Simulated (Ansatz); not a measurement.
Computed with frozen-core CCSD(T)/cc-pVDZ // PBE0-D4/def2-SVP in Ansatz (a first-principles code). The restricted HF reference is unstable towards unrestricted orbitals.

Ansatz 0.2 input:
```yaml
crystal:
  periodic: [false, false, false]
  atoms:
    - { symbol: S, position_ang: [-4.449631, -0.998425, -0.985822] }
    - { symbol: C, position_ang: [-3.003478, -0.104242, -0.515918] }
    - { symbol: C, position_ang: [-3.17516, 1.257977, -0.18566] }
    - { symbol: C, position_ang: [-2.086631, 2.010251, 0.189948] }
    - { symbol: C, position_ang: [-0.790509, 1.453791, 0.254189] }
    - { symbol: C, position_ang: [0.333094, 2.247281, 0.646303] }
    - { symbol: C, position_ang: [1.581511, 1.713441, 0.709104] }
    - { symbol: C, position_ang: [1.812502, 0.338041, 0.384123] }
    - { symbol: C, position_ang: [3.112837, -0.209165, 0.451727] }
    - { symbol: C, position_ang: [3.346162, -1.532249, 0.140878] }
    - { symbol: C, position_ang: [2.274325, -2.352415, -0.250668] }
    - { symbol: C, position_ang: [0.994575, -1.838428, -0.323541] }
    - { symbol: C, position_ang: [0.723712, -0.488658, -0.011358] }
    - { symbol: C, position_ang: [-0.610299, 0.08346, -0.077605] }
    - { symbol: C, position_ang: [-1.739278, -0.669585, -0.459346] }
    - { symbol: H, position_ang: [-3.843186, -2.184421, -1.198384] }
    - { symbol: H, position_ang: [-4.169692, 1.708548, -0.22905] }
    - { symbol: H, position_ang: [-2.218729, 3.064565, 0.446457] }
    - { symbol: H, position_ang: [0.164688, 3.298042, 0.895703] }
    - { symbol: H, position_ang: [2.434523, 2.326829, 1.009778] }
    - { symbol: H, position_ang: [3.937353, 0.440291, 0.757359] }
    - { symbol: H, position_ang: [4.357334, -1.941744, 0.197982] }
    - { symbol: H, position_ang: [2.452081, -3.401379, -0.498835] }
    - { symbol: H, position_ang: [0.182879, -2.499131, -0.630298] }
    - { symbol: H, position_ang: [-1.62098, -1.722675, -0.717065] }
basis:
  gaussian: { orbitals: cc-pVDZ }
correlation:
  method: ccsd_t
```

Output:

```
Functional definition: HF
2477 factors; integrals over basis functions are off by at most 9.8e-4 eV
mean field evaluation 1: about -25396.2431 eV, gradient 4.4e1 eV
mean field evaluation 2: about -25396.9902 eV, gradient 4.4e1 eV
mean field evaluation 4: about -25403.7558 eV, gradient 5.9e0 eV
mean field evaluation 8: about -25403.8679 eV, gradient 4.3e-1 eV
mean field evaluation 16: about -25396.2413 eV, gradient 4.4e1 eV
mean field -25403.86920012 eV, -933.5749737434 hartree, gradient 1.8e-6 eV, S^2 0.000000; 0 other end points of the search recorded, 0 dependent functions left out; unrestricted orbitals would lower it
19 core orbitals not correlated
reference -25403.86920012 eV, -933.5749737434 hartree; 36, 36 occupied and 209, 209 virtual orbitals, 2477 factors
second order -52.95189147 eV of doubles, -0.00000000 eV of singles
cycle   1  -52.78634997 eV  change    1.7e-1 eV  update   1.9e-1
cycle   2  -54.37151236 eV  change    -1.6e0 eV  update   6.3e-2
cycle   3  -54.73187843 eV  change   -3.6e-1 eV  update   2.6e-2
cycle   4  -54.73965577 eV  change   -7.8e-3 eV  update   8.6e-3
cycle   5  -54.74243694 eV  change   -2.8e-3 eV  update   3.8e-3
cycle   6  -54.74463768 eV  change   -2.2e-3 eV  update   1.2e-3
cycle   7  -54.74425381 eV  change    3.8e-4 eV  update   4.5e-4
cycle   8  -54.74416301 eV  change    9.1e-5 eV  update   1.7e-4
cycle   9  -54.74423162 eV  change   -6.9e-5 eV  update   6.9e-5
perturbative correction -2.63471463 eV, -0.0968239768 hartree
Total energy: -25461.24814638 eV, -935.6836111255 hartree
```

Cost: about 60 core-minutes (a rough figure).
